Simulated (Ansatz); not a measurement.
Job for Ansatz (a program for electronic structure): R-B3LYP/def2-TZVPP on GeTe, 2S+1 = 1, a spin state set in the input, which need not be the lowest, a point of a bond scan (R = 2.348 Å). Elements past Kr take the def2 small-core potentials; no spin–orbit coupling.

Ansatz 0.2 input:
```yaml
crystal:
  periodic: [false, false, false]
  atoms:
    - {symbol: Ge, position_ang: [0.00000000, 0.00000000, 0.00000000]}
    - {symbol: Te, position_ang: [0.00000000, 0.00000000, 2.34790300]}
basis:
  gaussian:
    orbitals: def2-TZVPP
    pivot_positions_ang: [[0.00000000, 0.00000000, 0.00000000], [0.00000000, 0.00000000, 2.34790300]]
hamiltonian:
  xc: {name: B3LYP}
output: {forces: true, orbitals: {seedname: ./end}}
```

Program output:

```
WARN ansatz: RAYON_NUM_THREADS=2 ignored (pool sized by the plan → 2); use --threads N
Functional definition: B3LYP
integrals: 0.03 GiB planned
812 factors; their error is unknown
mean field: 0.33 GiB planned
mean field evaluation 1: about -63814.8366 eV, gradient 2.0e1 eV
mean field evaluation 2: about -63804.6261 eV, gradient 5.8e1 eV
mean field evaluation 4: about -63815.8184 eV, gradient 2.7e0 eV
mean field evaluation 8: about -63816.1534 eV, gradient 8.9e-2 eV
mean field -63816.15346711 eV, -2345.2003837738 hartree, gradient 6.2e-5 eV, S^2 0.000000; 0 other end points of the search recorded, 0 dependent functions left out
the calculation of the forces begins
reference -63816.15363531 eV, -2345.2003899552 hartree; 28, 28 occupied and 70, 70 virtual orbitals, 812 factors
Total energy: -63816.15363531 eV, -2345.2003899552 hartree
Atom 0 at     0.000000     0.000000     0.000000 Å, force     0.000000    -0.000000    -0.198872 eV/Å
Atom 1 at     0.000000     0.000000     2.347903 Å, force    -0.000000     0.000000     0.198872 eV/Å
Dipole moment:     0.000000     0.000000    -0.262966 e Å
```

The run converged.

Cost: around 2.8 core-seconds (rough).
